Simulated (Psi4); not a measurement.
Two rigid molecules brought together: CO2 ··· C2H2 (SMILES O=C=O and C#C). Monomers: optimised at B3LYP-D3(BJ) (def2-TZVP), held rigid. Orientation: a random orientation, not optimised. Only R, the distance of the centres of mass, is varied, so the lowest point isn't the relaxed dimer.

Geometry at R = 4.30 Å (first 3 atoms: monomer A):
```
7

O     -1.1597     0.0000     0.0000
C      0.0000     0.0000     0.0000
O      1.1597     0.0000     0.0000
C     -4.3638    -1.2735    -0.4946
C     -3.4889    -1.8767    -1.0451
H     -5.1408    -0.7378    -0.0062
H     -2.7119    -2.4124    -1.5335
```

PBE/def2-TZVP, counterpoise-corrected (Psi4); PBE-D3(BJ)/def2-TZVP, counterpoise-corrected (Psi4); SAPT0/jun-cc-pVDZ, frozen core (Psi4).

Interaction energies in kcal/mol; the last columns give the difference from SAPT0:

```json
[
 {"R / Å": "3.69", "PBE/def2-TZVP": "5.41", "PBE-D3(BJ)/def2-TZVP": "4.55", "SAPT0/jun-cc-pVDZ": "5.89", "PBE/def2-TZVP − SAPT0/jun-cc-pVDZ": "-0.48", "PBE-D3(BJ)/def2-TZVP − SAPT0/jun-cc-pVDZ": "-1.34"},
 {"R / Å": "3.92", "PBE/def2-TZVP": "2.65", "PBE-D3(BJ)/def2-TZVP": "1.93", "SAPT0/jun-cc-pVDZ": "2.92", "PBE/def2-TZVP − SAPT0/jun-cc-pVDZ": "-0.27", "PBE-D3(BJ)/def2-TZVP − SAPT0/jun-cc-pVDZ": "-1.00"},
 {"R / Å": "4.11", "PBE/def2-TZVP": "1.48", "PBE-D3(BJ)/def2-TZVP": "0.86", "SAPT0/jun-cc-pVDZ": "1.68", "PBE/def2-TZVP − SAPT0/jun-cc-pVDZ": "-0.20", "PBE-D3(BJ)/def2-TZVP − SAPT0/jun-cc-pVDZ": "-0.82"},
 {"R / Å": "4.30", "PBE/def2-TZVP": "0.84", "PBE-D3(BJ)/def2-TZVP": "0.32", "SAPT0/jun-cc-pVDZ": "1.00", "PBE/def2-TZVP − SAPT0/jun-cc-pVDZ": "-0.17", "PBE-D3(BJ)/def2-TZVP − SAPT0/jun-cc-pVDZ": "-0.68"},
 {"R / Å": "4.49", "PBE/def2-TZVP": "0.49", "PBE-D3(BJ)/def2-TZVP": "0.06", "SAPT0/jun-cc-pVDZ": "0.63", "PBE/def2-TZVP − SAPT0/jun-cc-pVDZ": "-0.14", "PBE-D3(BJ)/def2-TZVP − SAPT0/jun-cc-pVDZ": "-0.57"},
 {"R / Å": "4.73", "PBE/def2-TZVP": "0.27", "PBE-D3(BJ)/def2-TZVP": "-0.06", "SAPT0/jun-cc-pVDZ": "0.39", "PBE/def2-TZVP − SAPT0/jun-cc-pVDZ": "-0.12", "PBE-D3(BJ)/def2-TZVP − SAPT0/jun-cc-pVDZ": "-0.45"},
 {"R / Å": "5.00", "PBE/def2-TZVP": "0.17", "PBE-D3(BJ)/def2-TZVP": "-0.08", "SAPT0/jun-cc-pVDZ": "0.26", "PBE/def2-TZVP − SAPT0/jun-cc-pVDZ": "-0.09", "PBE-D3(BJ)/def2-TZVP − SAPT0/jun-cc-pVDZ": "-0.34"},
 {"R / Å": "5.27", "PBE/def2-TZVP": "0.13", "PBE-D3(BJ)/def2-TZVP": "-0.05", "SAPT0/jun-cc-pVDZ": "0.19", "PBE/def2-TZVP − SAPT0/jun-cc-pVDZ": "-0.07", "PBE-D3(BJ)/def2-TZVP − SAPT0/jun-cc-pVDZ": "-0.25"},
 {"R / Å": "5.84", "PBE/def2-TZVP": "0.10", "PBE-D3(BJ)/def2-TZVP": "0.00", "SAPT0/jun-cc-pVDZ": "0.13", "PBE/def2-TZVP − SAPT0/jun-cc-pVDZ": "-0.03", "PBE-D3(BJ)/def2-TZVP − SAPT0/jun-cc-pVDZ": "-0.12"},
 {"R / Å": "6.49", "PBE/def2-TZVP": "0.07", "PBE-D3(BJ)/def2-TZVP": "0.03", "SAPT0/jun-cc-pVDZ": "0.08", "PBE/def2-TZVP − SAPT0/jun-cc-pVDZ": "-0.01", "PBE-D3(BJ)/def2-TZVP − SAPT0/jun-cc-pVDZ": "-0.06"},
 {"R / Å": "7.48", "PBE/def2-TZVP": "0.04", "PBE-D3(BJ)/def2-TZVP": "0.02", "SAPT0/jun-cc-pVDZ": "0.05", "PBE/def2-TZVP − SAPT0/jun-cc-pVDZ": "0.00", "PBE-D3(BJ)/def2-TZVP − SAPT0/jun-cc-pVDZ": "-0.02"},
 {"R / Å": "8.83", "PBE/def2-TZVP": "0.02", "PBE-D3(BJ)/def2-TZVP": "0.01", "SAPT0/jun-cc-pVDZ": "0.02", "PBE/def2-TZVP − SAPT0/jun-cc-pVDZ": "0.00", "PBE-D3(BJ)/def2-TZVP − SAPT0/jun-cc-pVDZ": "-0.01"}
]
```

PBE/def2-TZVP is furthest from SAPT0/jun-cc-pVDZ at 3.69 (-0.48 kcal/mol, below); its mean absolute difference over the points is 0.13 kcal/mol.

PBE-D3(BJ)/def2-TZVP is furthest from SAPT0/jun-cc-pVDZ at 3.69 (-1.34 kcal/mol, below); its mean absolute difference over the points is 0.47 kcal/mol.
